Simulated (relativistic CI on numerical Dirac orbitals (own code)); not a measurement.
**Electric-dipole transitions in Dy XXVI**

Computed by Dirac-Coulomb-Breit CI, orbitals from a KLI potential per configuration, model QED, unscaled Slater integrals (own radial code, finite nucleus).

CI space (outside the closed core [Ar] 3d10): 4s2.4p6.4d5, 4s2.4p5.4d6, 4s2.4p6.4d4.4f, 4s.4p6.4d6, 4s2.4p5.4d5.4f, 4s.4p6.4d5.4f, 4s2.4p6.4d4.5s, 4s2.4p6.4d4.5p, 4s2.4p6.4d3.4f.5s, 4s2.4p6.4d4.5d, 4s2.4p5.4d5.5s, 4s2.4p6.4d3.5s.5p, 4s2.4p6.4d4.5f, 4s2.4p6.4d4.5g, 4s2.4p6.4d4.6s, 4p6.4d6.4f, 4s2.4p6.4d4.6p, 4s.4p6.4d5.5p, 4p6.4d7, 4p5.4d8, 4p5.4d7.4f, 4s2.4p6.4d3.5s2, 4s2.4p6.4d2.4f.5s2, 4s2.4p5.4d3.4f.5s2, 4s.4p6.4d3.4f.5s2. Double excitations out of closed p, d and f shells are left out; levels of such configurations are missing from the list, as are those of other unlisted configurations, and high levels can miss mixing partners. These lack a partner that the ground configuration has and come out too high: 4s2.4p5.4d5.5s.

```tsv
λ vac (Å)	Lower	Upper	A (s⁻¹)	E lower (cm⁻¹)	E upper (cm⁻¹)
62.785	4s2.4p6.4d5 6S_5/2 [1]	4s2.4p6.4d4.4f 4P°_5/2 [395]	2.32e+12	0	1592749
62.856	4s2.4p6.4d5 6S_5/2 [1]	4s2.4p6.4d4.4f 4G°_7/2 [394]	2.27e+11	0	1590947
62.867	4s2.4p6.4d5 6S_5/2 [1]	4s2.4p6.4d4.4f 4P°_5/2 [392]	2.27e+11	0	1590653
63.044	4s2.4p6.4d5 6S_5/2 [1]	4s2.4p6.4d4.4f 2P°_3/2 [387]	1.58e+12	0	1586186
63.062	4s2.4p6.4d5 6S_5/2 [1]	4s2.4p6.4d4.4f 2F°_7/2 [386]	1.02e+11	0	1585737
63.152	4s2.4p6.4d5 6S_5/2 [1]	4s2.4p6.4d4.4f 4P°_3/2 [384]	9.70e+11	0	1583469
63.208	4s2.4p6.4d5 6S_5/2 [1]	4s2.4p6.4d4.4f 2G°_7/2 [382]	9.71e+10	0	1582082
63.306	4s2.4p6.4d5 6S_5/2 [1]	4s2.4p6.4d4.4f 2F°_7/2 [381]	6.52e+10	0	1579621
63.569	4s2.4p6.4d5 6S_5/2 [1]	4s2.4p6.4d4.4f 4D°_5/2 [375]	7.12e+10	0	1573096
65.074	4s2.4p6.4d5 6S_5/2 [2]	4s2.4p6.4d4.4f 2P°_3/2 [387]	1.05e+11	49471	1586186
66.274	4s2.4p6.4d5 4G_11/2 [4]	4s2.4p6.4d4.4f 2H°_11/2 [397]	3.76e+10	84599	1593479
72.365	4s2.4p6.4d5 2I_13/2 [16]	4s2.4p6.4d4.4f 2I°_13/2 [343]	6.31e+10	156149	1538028
83.792	4s2.4p6.4d5 4G_11/2 [4]	4s2.4p5.4d6 4G°_9/2 [83]	4.40e+10	84599	1278033
85.423	4s2.4p6.4d5 2I_11/2 [12]	4s2.4p5.4d6 2I°_11/2 [104]	3.11e+10	142307	1312959
85.635	4s2.4p6.4d5 4G_11/2 [4]	4s2.4p5.4d6 4G°_11/2 [72]	2.53e+10	84599	1252344
85.719	4s2.4p6.4d5 6S_5/2 [1]	4s2.4p5.4d6 6P°_3/2 [45]	3.89e+10	0	1166602
86.047	4s2.4p6.4d5 4G_7/2 [3]	4s2.4p5.4d6 4G°_7/2 [68]	2.89e+10	80403	1242555
86.082	4s2.4p6.4d5 6S_5/2 [1]	4s2.4p5.4d6 6P°_5/2 [44]	4.47e+10	0	1161679
86.123	4s2.4p6.4d5 2I_13/2 [16]	4s2.4p5.4d6 2I°_13/2 [110]	3.81e+10	156149	1317274
86.223	4s2.4p6.4d5 6S_5/2 [2]	4s2.4p5.4d6 4G°_5/2 [56]	3.85e+10	49471	1209258
```

Terms are leading LS components. Brackets give the number of a level in order of energy, since labels repeat. The list gives strong lines, with weight on those to low levels, without lines whose two gauges differ by over a factor of 2.5, among the lowest 400 of 10045 levels, so that lines to higher ones, which can be the strongest, are missing. Levels whose partners in the same complex of configurations lie outside the list can be far off, and so can their lines. Rates are taken at the computed energies, electric ones in the length gauge.

At this charge energies of transitions that change n are usually good to better than 1 %, and those within a shell (Δn = 0) to a few per cent. Terms inside the open d or f shell come out 10 to 20 % too wide with unscaled integrals.

LS names give the leading component of a level, which can be under half, so a name can repeat, a term be missing and a line seem to break the LS rules.
